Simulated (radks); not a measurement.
Q: Species: Eu. Configuration: [Xe] 4f9 (not the ground configuration). All-electron calculation, Dirac Kohn-Sham, PBE, spin-unpolarised, spherical densities, point nucleus; open shells fill j = l - 1/2 first. Program: a radial shooting solver on a logarithmic mesh with Libxc functionals. Some entries of the table are withheld. Estimate them.

orbital,occ.,eigenvalue (eV),<r^2> (bohr^2)
1s1/2,2,-48319.37,0.0006791
2s1/2,2,-7928.016,0.01062
2p1/2,2,-7520.657,0.007724
2p3/2,4,-6872.559,0.008962
3s1/2,2,-1741.625,0.07105
3p1/2,2,-1565.826,0.06631
3p3/2,4,-1433.696,0.07344
3d3/2,4,-1129.768,0.05885
3d5/2,6,-1101.016,0.06084
4s1/2,2,-343.1192,0.3624
4p1/2,2,(1),(2)
4p3/2,4,(3),(4)
4d3/2,4,-134.6189,0.4907
4d5/2,6,-129.4181,0.5068
5s1/2,2,-43.6070,2.214
5p1/2,2,-25.9038,(5)
5p3/2,4,-22.3402,(6)
4f5/2,6,-0.8768,(7)
4f7/2,3,-0.3545,(8)

A: 
(1) 4p1/2 eigenvalue (eV): -275.2633
(2) 4p1/2 <r^2> (bohr^2): 0.3827
(3) 4p3/2 eigenvalue (eV): -246.1933
(4) 4p3/2 <r^2> (bohr^2): 0.4224
(5) 5p1/2 <r^2> (bohr^2): 2.916
(6) 5p3/2 <r^2> (bohr^2): 3.324
(7) 4f5/2 <r^2> (bohr^2): 2.794
(8) 4f7/2 <r^2> (bohr^2): 79.49
